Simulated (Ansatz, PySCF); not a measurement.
Breaking the C1–Ga2 bond in CH5Ga (SMILES [CH3][GaH2]) (multiplicity 1 held, fragments rigid). Energies count from the point at 1.979 Å.
Geometry at that point (charge 0, multiplicity 1):
```xyz
7

C     -1.5610    -0.1228     0.0012
Ga     0.4126     0.0298    -0.0014
H     -1.9885     0.4992    -0.7883
H     -1.9013    -1.1488    -0.1314
H     -1.9536     0.2545     0.9494
H      1.0844     1.4547     0.0519
H      1.3352    -1.2460    -0.0469
```

Restricted levels (R-, RO-) in cc, def2 and unpolarised 6-31G sets keep to the state of the molecule at rest. Unrestricted levels (U-) break spin symmetry where that is lower. Active spaces are followed from a long bond inwards. Levels need not reach the same state.

Cores are frozen in the correlated methods. Filled d and f shells under p-block atoms count as core. Rows in 3-21G, LANL2DZ carry no dispersion term and start afresh at each structure; the Pople sets are all-electron and without relativity. LANL2DZ brings its own core potentials from Na on.

The values were computed with Ansatz (Gaussian basis) for Hartree–Fock, density functionals and correlated methods; PySCF for 3-21G rows, LANL2DZ rows. Values without a source in brackets are computed.

Energies in kcal/mol.

```tsv
R (Å)	R-HF/3-21G	U-HF/LANL2DZ	U-r2SCAN/cc-pVTZ	R-SCS-MP2/cc-pVTZ	FIC-MRCISD+Q on CASSCF(2,2)/cc-pVTZ
1.584	51.4	49.4	46.0	54.7	55.0
1.781	9.3	9.0	7.5	10.5	10.7
1.979	0.0	0.0	0.0	0.0	0.0
2.177	6.6	5.4	5.9	4.4	4.3
2.375	20.3	17.1	17.1	15.1	14.8
2.672	44.2	38.2	36.2	34.5	33.4
2.969	67.0	51.8	53.9	53.1	50.4
3.464	98.7	60.1	72.4	77.7	70.1
3.959	123.6	62.4	78.9	93.5	79.6
4.553	146.3	63.0	81.6	102.0	83.6
5.344	167.1	63.2	82.5	99.3	84.8
6.334	181.7	63.2	82.7	80.7	85.0
```

Doubts at one or more of the structures used: a restricted determinant that unrestricted orbitals would lower (R-HF/3-21G, R-SCS-MP2/cc-pVTZ); a spin-contaminated determinant (U-HF/LANL2DZ, U-r2SCAN/cc-pVTZ).

Ansatz is a quantum-chemistry and plane-wave program.
